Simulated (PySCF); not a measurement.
Computed shifts of a molecule C3H6F2Si, PBE/pcSseg-1 (PySCF), GIAO, gas phase, atoms alike by connectivity averaged where their shifts nearly agree, in ppm (number of nuclei): ²⁹Si: -3.0 (1). ¹⁹F: -166.0 (1), -178.3 (1). ¹³C: 137.5 (1), 125.9 (1), 30.7 (1). ¹H: 6.17 (1), 5.65 (2), 5.33 (1), 2.43 (1), 1.95 (1). References: ²⁹Si against TMS (σ = 335.4 ppm); ¹⁹F against CFCl3 (σ = 133.6 ppm); ¹³C against TMS (σ = 182.0 ppm); ¹H against TMS (σ = 31.49 ppm), references at their B3LYP-D3(BJ)/def2-TZVP geometries, non-relativistic. Coordinates come from a B3LYP-D3(BJ)/def2-SVP optimisation. Other conformers were not sampled.

### Question
Which molecule gave these data?
(A) C=CC(F)(F)[SiH3]
(B) C=C[Si@@H](F)CF
(C) C=CC[SiH](F)F
(D) C[Si@H](F)/C=C\F

### Answer
C, C=CC[SiH](F)F
